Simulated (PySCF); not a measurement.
# Reading the logs of faulty runs: AlCFH4O

Calculated results; nothing here was measured. The program is PySCF 2.14.0, an open-source quantum chemistry code, run on an isolated molecule that a program drew, which may never have been made. The molecule is AlCFH4O (charge 0, singlet), drawn as the SMILES string `C[O][AlH][F]`.

Each row is a Hartree-Fock (HF) and frozen-core CCSD(T) single point in the cc-pV(D+d)Z basis, meant for a local HF minimum. Run 1 is clean. Each other run has one planted mistake out of seven kinds, and not every kind appears here: one electron removed, one electron added, multiplicity raised by two, geometry at a saddle point, minimal basis STO-3G, one bond length entered in bohr, all coordinates scaled. The reference is restricted for singlets and unrestricted otherwise, and also for a bond in bohr. Adding or removing an electron swaps singlet and doublet. Electrons count all cores. HOMO and LUMO are orbital energies over both spins, the gradient is its largest component, and the lowest frequency (negative if imaginary) is given only where the gradient is small. Bond lengths are over the 7 bonds as drawn. T1 is the CCSD diagnostic: over 0.02 (restricted) or 0.045 (unrestricted) a single reference is doubtful.

Geometry of the clean run:
```xyz
8
AlCFH4O, angstrom
C    -0.4229    1.2791    0.8283
O    -0.0516   -0.0004    0.4189
Al   -0.1945   -1.6203    0.7617
F    -1.0940   -2.0907    2.0661
H     0.4672    1.8698    1.0532
H    -1.0562    1.2539    1.7191
H    -0.9709    1.7805    0.0281
H     0.4972   -2.7035   -0.1148
```

```
run  electrons  basis functions  <S^2>  HOMO (eV)  LUMO (eV)  gradient (hartree/bohr)  lowest frequency (cm^-1)  mean bond (Å)  longest bond (Å)      T1  HF (hartree)  CCSD(T) (hartree)                          mistake
  1         40               85  0.000     -12.31       2.28                  1.5e-05                        60         1.3630             1.662  0.0136    -456.54524         -457.16450                         no fault
  2         40               85  0.712     -10.59       2.16                  2.6e-02                         -         1.5019             2.066  0.0529    -456.42290         -457.04197  one bond length entered in bohr
  3         39               85  0.760     -18.47      -7.83                  1.3e-01                         -         1.3630             1.662  0.0283    -456.18020         -456.76367             one electron removed
  4         40               85  2.040      -4.13      -1.68                  1.4e-01                         -         1.3630             1.662  0.0260    -456.31624         -456.90501                                ?
  5         40               85  0.000     -12.21       2.13                  2.4e-02                         -         1.4107             1.720  0.0146    -456.53605         -457.16192                                ?
```

**Which mistake was planted in run 4, and what did it cost?**

Electrons, basis and geometry are unchanged, and <S^2> is 2.040, beside S(S+1) = 2.00 for a multiplicity of 3. So the mistake is: multiplicity raised by two. Subtracting run 1 and multiplying by 627.51 kcal/mol a hartree, the energy moved by 143.7 kcal/mol in HF and 162.8 kcal/mol in CCSD(T).

**Which mistake was planted in run 5, and what did it cost?**

The mean and the longest bond both change by the same factor, 1.035, and the gradient is no longer small. So the mistake is: all coordinates scaled. Subtracting run 1 and multiplying by 627.51 kcal/mol a hartree, the energy moved by 5.8 kcal/mol in HF and 1.6 kcal/mol in CCSD(T).

Cautions from the logs. Run 2: T1 is over the limit, so its CCSD(T) energy is less reliable.
